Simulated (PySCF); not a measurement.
**Au²⁺: excitation energy**

Au²⁺ [Xe] 4f14 5d9 (2D) → Au²⁺ [Xe] 4f14 5d8 6p1 (high-spin determinant), as a difference of total energies. Computed with PySCF 2.14 in aug-cc-pVTZ-PP with ECP60MDF (6s6p5d3f2g, 88 functions), with scalar relativity through the core potential. Correlated levels: valence: 5s2 5p6 frozen. The calculations carry no spin-orbit coupling.

```json
{"method": "UHF", "excitation energy (cm⁻¹)": "96187"}
{"method": "MP2 (valence)", "excitation energy (cm⁻¹)": "103640"}
{"method": "SCS-MP2 (valence)", "excitation energy (cm⁻¹)": "104550"}
{"method": "CCSD (valence)", "excitation energy (cm⁻¹)": "101800"}
{"method": "CCSD(T) (valence)", "excitation energy (cm⁻¹)": "101830"}
```

The determinant of the upper state mixes LS terms, which raises its energy above the lowest term, most at the Hartree-Fock and MP2 levels.
